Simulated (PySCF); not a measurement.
Dipole response of He⁺ (helium, charge +1)

1s1, 2S determinant. Calculation: PySCF 2.14, in dyall-av3z (10s3p2d, 29 functions); scalar relativity by spin-free X2C-1e. Coupled (time-dependent) response in atomic units; α is the mean over directions.

```csv
method,mean α (bohr³),C₆ (like pair),S(−4)
UHF,0.2794,0.1007,0.1030
```

S(−4) is the Cauchy moment in α(ω) = α(0) + S(−4) ω² + …

α(iu) at UHF:

```tsv
u (hartree)	α(iu) (bohr³)
0	0.2794
0.0500	0.2791
0.100	0.2784
0.200	0.2753
0.300	0.2705
0.500	0.2560
0.750	0.2322
1.00	0.2060
1.50	0.1570
2.00	0.1191
3.00	0.07166
5.00	0.03229
```

A single London oscillator, α(iu) = α/(1 + u²/ω²), gives C₆ = (3/4) ω α². Matching the computed C₆ needs ω = 4 × 0.1007 / (3 × 0.2794²) = 1.72 hartree.

For a non-relativistic one-electron ion the exact value is 9/(2Z⁴) = 0.2812 bohr³; Hartree-Fock is exact here up to the basis and relativity.

For an ion, C₆ is the dispersion term alone; charge-induced terms of lower order in 1/R come first.
